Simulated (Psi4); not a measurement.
HClO, singlet, geometry from GFN2-xTB; MP2/STO-3G (Psi4).

Here is a job for Psi4.
```
memory 2 GB

molecule mol {
0 1
  O    -0.008741    1.098296    0.016436
  H    -0.944582    1.335065    0.004393
  Cl    0.059677   -0.595379   -0.007993
}

set basis sto-3g
set reference rhf
set freeze_core true

energy('mp2')
print_variables()
```

**Question.** Predict the main parts of the log of this Psi4 run.

**Answer.** 
```
    SCF Algorithm Type (re)set to DF.

   => Loading Basis Set <=

    Name: STO-3G
    Role: ORBITAL
    Keyword: BASIS

         ---------------------------------------------------------
                                   SCF
               by Justin Turney, Rob Parrish, Andy Simmonett
                          and Daniel G. A. Smith
                              RHF Reference
         ---------------------------------------------------------

  ==> Geometry <==

    Molecular point group: cs
    Full point group: Cs

    Geometry (in Angstrom), charge = 0, multiplicity = 1:

       Center              X                  Y                   Z               Mass
    ------------   -----------------  -----------------  -----------------  -----------------
         O           -0.027605013733     1.135119549552     0.000000000000    15.994914619570
         H           -0.963516674229     1.371915525531     0.000000000000     1.007825032230
         CL           0.040395836656    -0.558748417185     0.000000000000    34.968852682000

  Running in cs symmetry.

  Rotational constants: A =     21.22930  B =      0.50120  C =      0.48964 [cm^-1]
  Rotational constants: A = 636438.54586  B =  15025.68286  C =  14679.12332 [MHz]
  Nuclear repulsion =   50.972420276964854

  Charge       = 0
  Multiplicity = 1
  Electrons    = 26
  Nalpha       = 13
  Nbeta        = 13

  ==> Algorithm <==

  SCF Algorithm Type is DF.
  DIIS enabled.
  MOM disabled.
  Fractional occupation disabled.
  Guess Type is SAD.
  Energy threshold   = 1.00e-08
  Density threshold  = 1.00e-08
  Integral threshold = 1.00e-12

  ==> Primary Basis <==

  Basis Set: STO-3G
    Blend: STO-3G
    Number of shells: 9
    Number of basis functions: 15
    Number of Cartesian functions: 15
    Spherical Harmonics?: true
    Max angular momentum: 1

   => Loading Basis Set <=

    Name: (STO-3G AUX)
    Role: JKFIT
    Keyword: DF_BASIS_SCF

  ==> Integral Setup <==

  SCF_SUBTYPE=INCORE selected. In-core MEM_DF algorithm will be used.
  Using in-core AOs.

  ==> MemDFJK: Density-Fitted J/K Matrices <==

    J tasked:                   Yes
    K tasked:                   Yes
    wK tasked:                   No
    Algorithm:                 Core
    Schwarz Cutoff:           1E-12
    Mask sparsity (%):       0.8889
    Fitting Condition:        1E-10

   => Auxiliary Basis Set <=

  Basis Set: (STO-3G AUX)
    Blend: DEF2-UNIVERSAL-JKFIT
    Number of shells: 69
    Number of basis functions: 223
    Number of Cartesian functions: 268
    Spherical Harmonics?: true
    Max angular momentum: 4

  Minimum eigenvalue in the overlap matrix is 3.7144638716E-01.
  Reciprocal condition number of the overlap matrix is 2.0705131551E-01.
    Using symmetric orthogonalization.

  ==> Pre-Iterations <==

  SCF Guess: Superposition of Atomic Densities via on-the-fly atomic UHF (no occupation information).

   -------------------------
    Irrep   Nso     Nmo
   -------------------------
     A'        12      12
     A"         3       3
   -------------------------
    Total      15      15
   -------------------------

  ==> Iterations <==

                           Total Energy        Delta E     RMS |[F,P]|

   @DF-RHF iter SAD:  -528.07682501073418   -5.28077e+02   0.00000e+00
   @DF-RHF iter   1:  -528.90665277610151   -8.29828e-01   1.18325e-02 DIIS/ADIIS
   @DF-RHF iter   2:  -528.92606623250185   -1.94135e-02   3.01677e-03 DIIS/ADIIS
   @DF-RHF iter   3:  -528.92748514775917   -1.41892e-03   4.94804e-04 DIIS/ADIIS
   @DF-RHF iter   4:  -528.92752636072942   -4.12130e-05   1.17030e-04 DIIS/ADIIS
   @DF-RHF iter   5:  -528.92752984378922   -3.48306e-06   4.15060e-05 DIIS
   @DF-RHF iter   6:  -528.92753049598036   -6.52191e-07   9.35175e-06 DIIS
   @DF-RHF iter   7:  -528.92753052770490   -3.17245e-08   8.10743e-07 DIIS
   @DF-RHF iter   8:  -528.92753052790556   -2.00657e-10   1.23211e-07 DIIS
   @DF-RHF iter   9:  -528.92753052790954   -3.97904e-12   3.19611e-08 DIIS
[...]

  ==> Post-Iterations <==

    Orbital Energies [Eh]
    ---------------------

    Doubly Occupied:

[...]
       3App   -0.374601

    Virtual:

[...]
    Final Occupation by Irrep:
             Ap   App
    DOCC [    10,    3 ]
    NA   [    10,    3 ]
    NB   [    10,    3 ]

  @DF-RHF Final Energy:  -528.92753052790965

   => Energetics <=

    Nuclear Repulsion Energy =             50.9724202769648542
    One-Electron Energy =                -834.0630700797332793
    Two-Electron Energy =                 254.1631192748587864
    Total Energy =                       -528.9275305279096528

Computation Completed

Properties will be evaluated at   0.000000,   0.000000,   0.000000 [a0]

Properties computed using the SCF density matrix

 Multipole Moments:

 ------------------------------------------------------------------------------------
     Multipole            Electronic (a.u.)      Nuclear  (a.u.)        Total (a.u.)
 ------------------------------------------------------------------------------------

 L = 1.  Multiply by 2.5417464519 to convert [e a0] to [Debye]
 Dipole X            :          0.2938697           -0.9403798           -0.6465101
 Dipole Y            :         -1.3655170            1.8030800            0.4375630
 Dipole Z            :          0.0000000            0.0000000            0.0000000
 Magnitude           :                                                    0.7806643

 ------------------------------------------------------------------------------------

  //>>>>>>>>>>>>>>>>>>>>>>>>>>>>>>>>>>>//
  //               DFMP2               //
  //<<<<<<<<<<<<<<<<<<<<<<<<<<<<<<<<<<<//

   => Loading Basis Set <=

    Name: (STO-3G AUX)
    Role: RIFIT
    Keyword: DF_BASIS_MP2

	 --------------------------------------------------------
	                          DF-MP2
	      2nd-Order Density-Fitted Moller-Plesset Theory

	        Rob Parrish, Justin Turney, Andy Simmonett,
	           Ed Hohenstein, and C. David Sherrill
	 --------------------------------------------------------

   => Auxiliary Basis Set <=

  Basis Set: (STO-3G AUX)
    Blend: DEF2-SVP-RI
    Number of shells: 42
    Number of basis functions: 124
    Number of Cartesian functions: 143
    Spherical Harmonics?: true
    Max angular momentum: 3

	 --------------------------------------------------------
	                 NBF =    15, NAUX =   124
	 --------------------------------------------------------
	   CLASS    FOCC     OCC    AOCC    AVIR     VIR    FVIR
	   PAIRS       6      13       7       2       2       0
	 --------------------------------------------------------

	-----------------------------------------------------------
	 ==================> DF-MP2 Energies <====================
	-----------------------------------------------------------
	 Reference Energy          =    -528.9275305279096528 [Eh]
	 Singles Energy            =      -0.0000000000000000 [Eh]
	 Same-Spin Energy          =      -0.0034912511933242 [Eh]
	 Opposite-Spin Energy      =      -0.0456049141441289 [Eh]
	 Correlation Energy        =      -0.0490961653374531 [Eh]
	 Total Energy              =    -528.9766266932471126 [Eh]
	-----------------------------------------------------------
	 ================> DF-SCS-MP2 Energies <==================
	-----------------------------------------------------------
	 SCS Same-Spin Scale       =       0.3333333333333333 [-]
	 SCS Opposite-Spin Scale   =       1.2000000000000000 [-]
	 SCS Same-Spin Energy      =      -0.0011637503977747 [Eh]
	 SCS Opposite-Spin Energy  =      -0.0547258969729546 [Eh]
	 SCS Correlation Energy    =      -0.0558896473707294 [Eh]
	 SCS Total Energy          =    -528.9834201752803438 [Eh]
	-----------------------------------------------------------

  Variable Map:
  ----------------------------------------------------------------------------
[...]
  Array Variable Map:
  ----------------------------------------------------------------------------
[...]
[...]
```
